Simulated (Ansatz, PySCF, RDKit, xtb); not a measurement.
Torsion H3–C1–O2–H6 in CH4O (SMILES CO); at each angle all else is relaxed with GFN2-xTB, and the levels are single points there.
Geometry at 60° (charge 0, multiplicity 1):
```xyz
6

C     -0.3792    -0.0363     0.0014
O      0.9107    -0.4447    -0.3822
H     -0.5199    -0.1018     1.0857
H     -1.1557    -0.6293    -0.4944
H     -0.4791     1.0030    -0.3058
H      1.0445    -1.3588    -0.1108
```

On the grid 0° to 120°, 120° is the highest and 60° the lowest point at CCSD(T)/CBS(cc-pVTZ, cc-pVQZ).

Frozen-core correlation. Rows in 3-21G, 6-31G* carry no dispersion term and start afresh at each structure (6-31G* with six Cartesian d functions).

The values were computed with Ansatz (Gaussian basis) for Hartree–Fock, density functionals and correlated methods; PySCF for 3-21G rows, 6-31G* rows; RDKit for the force fields; xtb for the GFN methods. Values without a source in brackets are computed.

```
level               energy at 120° less that at 60° (kcal/mol)
------------------  ------------------------------------------
UFF                                                       0.87
GFN-FF                                                    1.14
BLYP/def2-TZVPP                                           0.93
B3LYP/3-21G                                         (withheld)
M06-2X/6-31G*                                       (withheld)
wB97M-V/def2-TZVPP                                        0.95
SCS-MP2/cc-pVTZ                                           1.11
SCS-MP2/cc-pVQZ                                           1.03
CCSD(T)/cc-pVQZ                                           1.01
```

Complete the blanks.


- B3LYP/3-21G, energy at 120° less that at 60° (kcal/mol): 1.63
- M06-2X/6-31G*, energy at 120° less that at 60° (kcal/mol): 1.39

Ansatz is an electronic-structure program.
